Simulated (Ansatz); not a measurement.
Steps of a relaxation of CClF$_{2}$NSi, SMILES `N#C[Si](F)(F)Cl` with RKS PBE0-D4/def2-TZVP.

```sh
$ ansatz run in.yaml --threads 4 --pin off --events-out ev --progress --plain --max-ram 10444MiB
```

```yaml
crystal:
  periodic: [false, false, false]
  atoms:
    - {symbol: N, position_ang: [1.952800, -1.110314, 1.089385]}
    - {symbol: C, position_ang: [1.039436, -0.611063, 0.550206]}
    - {symbol: Si, position_ang: [-0.393952, 0.179879, -0.285217]}
    - {symbol: F, position_ang: [-1.518832, -0.946722, -0.534027]}
    - {symbol: F, position_ang: [0.097582, 0.735855, -1.715512]}
    - {symbol: Cl, position_ang: [-1.135034, 1.688365, 0.848864]}
basis:
  gaussian: {orbitals: def2-TZVP}
hamiltonian: {xc: pbe0, dispersion: d4}
relax: {f_tol: 0.005, max_steps: 150}
```

Positions (Å) and forces (eV/Å) along the path, 6 of 6 steps:

```xyz
6
step=1 energy=-28354.1869 eV
N     1.953   -1.110    1.089   -1.975    1.087   -1.156
C     1.039   -0.611    0.550    1.708   -0.950    0.984
Si   -0.394    0.180   -0.285   -0.620   -0.173   -1.094
F    -1.519   -0.947   -0.534    1.123    1.123    0.245
F     0.098    0.736   -1.716   -0.490   -0.557    1.425
Cl   -1.135    1.688    0.849    0.255   -0.529   -0.404
6
step=2 energy=-28354.2772 eV
N     1.930   -1.098    1.077    0.089   -0.042    0.062
C     1.035   -0.608    0.548   -0.170    0.075   -0.125
Si   -0.392    0.181   -0.281   -0.265   -0.440   -0.987
F    -1.504   -0.932   -0.527    0.665    0.637    0.139
F     0.094    0.731   -1.694   -0.271   -0.338    0.824
Cl   -1.121    1.662    0.830   -0.048    0.108    0.088
6
step=3 energy=-28354.3019 eV
N     1.926   -1.097    1.072    0.066   -0.033    0.043
C     1.030   -0.608    0.542   -0.052    0.036   -0.021
Si   -0.394    0.180   -0.285   -0.008   -0.090   -0.138
F    -1.485   -0.921   -0.527    0.022    0.037    0.026
F     0.089    0.717   -1.677   -0.010    0.004    0.049
Cl   -1.124    1.664    0.830   -0.018    0.046    0.041
6
step=4 energy=-28354.3022 eV
N     1.926   -1.095    1.074   -0.005    0.006    0.001
C     1.030   -0.608    0.542    0.010   -0.007    0.003
Si   -0.394    0.178   -0.288   -0.004   -0.015   -0.027
F    -1.486   -0.920   -0.529   -0.005    0.000    0.013
F     0.088    0.717   -1.678    0.006    0.012    0.005
Cl   -1.121    1.663    0.833   -0.001    0.004    0.004
6
step=5 energy=-28354.3023 eV
N     1.925   -1.092    1.077   -0.001    0.000   -0.002
C     1.030   -0.609    0.539    0.001    0.001    0.003
Si   -0.395    0.177   -0.291    0.007   -0.004    0.004
F    -1.488   -0.921   -0.527   -0.001    0.003   -0.004
F     0.088    0.720   -1.679   -0.005   -0.001   -0.001
Cl   -1.119    1.662    0.833   -0.002    0.001    0.000
6
step=6 energy=-28354.3023 eV
N     1.925   -1.092    1.077    0.000    0.000    0.000
C     1.030   -0.609    0.540   -0.001    0.001    0.000
Si   -0.394    0.177   -0.290    0.001    0.000    0.000
F    -1.488   -0.920   -0.528    0.000    0.000    0.000
F     0.088    0.719   -1.679    0.000    0.000    0.000
Cl   -1.119    1.662    0.833    0.000    0.000    0.000
```

Run time 17 s (4 threads of an Arm Neoverse V2 on a shared host); peak host memory 0.5 GiB.
